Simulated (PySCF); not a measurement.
C3H13NSi2, SMILES CCC(N)([SiH3])[SiH3].

The structure is a stationary point at PBE0-D3(BJ)/def2-SVP. The structure was generated by enumeration, and PubChem lists no compound with its InChIKey, so it may never have been made. One conformer was computed; it need not be the lowest.

Computed with TDA-ωB97X/def2-SVPD run with PySCF.

Vertical excitations. The molecule is in vacuum.

```tsv
state	energy (eV)	λ (nm)	f	main pairs
S1	6.19	200	0.004	HOMO→LUMO 71 %
S2	7.03	176	0.006	HOMO→LUMO+2 77 %
S3	7.27	171	0.116	HOMO→LUMO+4 47 %, HOMO→LUMO+1 38 %
S4	7.59	163	0.106	HOMO→LUMO+1 30 %, HOMO→LUMO+4 27 %, HOMO→LUMO 11 %, HOMO→LUMO+2 10 %
S5	7.64	162	0.022	HOMO→LUMO+3 33 %, HOMO→LUMO+5 24 %, HOMO→LUMO+7 11 %, HOMO→LUMO+10 8 %
S6	7.93	156	0.089	HOMO→LUMO+6 58 %, HOMO→LUMO+7 15 %, HOMO→LUMO+5 13 %
T1	5.99	207	0	HOMO→LUMO 64 %, HOMO→LUMO+1 13 %
T2	6.69	185	0	HOMO→LUMO+2 73 %
```
Triplets are in the Tamm–Dancoff approximation.
